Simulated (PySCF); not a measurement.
Two-component Hartree-Fock for Tl⁴⁴⁺ (thallium, charge +44)

Start: [Kr] 4d1; 4d5/2 filled at m_j = +5/2. Calculated with PySCF 2.14 in an even-tempered Gaussian basis (16 s from 5.8 bohr⁻², ratio 2.8; 14 p from 7.5 bohr⁻², ratio 2.8; 9 d from 7.5 bohr⁻², ratio 2.8; 3 f from 27 bohr⁻², ratio 3): generalised Hartree-Fock with the X2C-1e Hamiltonian and a Gaussian nucleus; one run each with spin-orbit coupling (SO) screened by Boettger's factors, then bare. This is a chosen level, not necessarily the ground level.

```csv
spinor shell,electrons,"ε, screened SO (eV)","ε, bare SO (eV)",weight of nominal j (bare SO),"rms radius, bare SO (bohr)"
1s1/2,2,-88129.9,-88127.8,1.000,0.0184
2s1/2,2,-17608.2,-17607.6,1.000,0.0743
2p1/2,2,-16966.8,-17013.7,1.000,0.0626
2p3/2,4,-14894.8,-14880.8,1.000,0.0710
3s1/2,2,-5833.4,-5833.2,1.000,0.187
3p1/2,2,-5550.1,-5560.8,1.000,0.178
3p3/2,4,-5067.0,-5063.8,1.000,0.195
3d3/2,4,-4613.6,-4622.6,1.000,0.169
3d5/2,6,-4511.9,-4506.3,1.000,0.174
4s1/2,2,-2658.3,-2658.3,1.000,0.394
4p1/2,2,-2531.6,-2535.0,1.000,0.388
4p3/2,4,-2380.9,-2379.9,1.000,0.414
4d5/2,1,-2172.3,-2170.5,1.000,0.402
```

```tsv
quantity	screened SO	bare SO
E (hartree)	-18970.12828	-18972.16269
M_J	5/2	5/2
⟨J²⟩	8.751	8.751
⟨L²⟩	6.122	6.130
⟨S²⟩	0.871	0.879
```

Each row is a mean over spinors that exchange with the open shell spreads, by up to 16.127 eV (4p3/2).

Breit and QED terms are absent; they matter most for the inner s and p1/2 levels.

Densities and radii are taken from the X2C orbitals without a picture-change correction, which distorts them close to the nucleus.
